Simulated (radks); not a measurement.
Results of a calculation; reference values are marked as such.
Q: The mean radii <r> (bohr) of the occupied orbitals of an atom or ion are listed with their occupations. Level of theory: scalar-relativistic Kohn-Sham, BLYP, spin-polarised, spherical densities, finite nucleus; Fermi nuclear charge, rms radius of each element as measured or else 0.836 A^(1/3) + 0.57 fm (a radial shooting solver on a logarithmic mesh with Libxc functionals).

orbital  occ.      <r>
1s up       1  0.05213
1s down     1  0.05213
2s up       1   0.2352
2s down     1   0.2352
2p up       3   0.2064
2p down     3   0.2064
3s up       1   0.7126
3s down     1   0.7126
3p up       3   0.7503
3p down     3   0.7502
3d up       5    1.019
3d down     5    1.019
6s up       1    15.51

Name the element and its charge. Open shells, if any, are filled with parallel spins first.

A: Z = 29, copper, charge 0: Cu in [Ar] 3d10 6s1. The 1s radius gives Z: for a bare nucleus <r> = (2 gamma + 1)/(2Z) with gamma = sqrt(1 - (Z/c)^2), 0.05094 bohr for Z = 29, and screening makes it slightly larger (0.05213 here). The occupations add up to 29, and the charge is Z minus that.
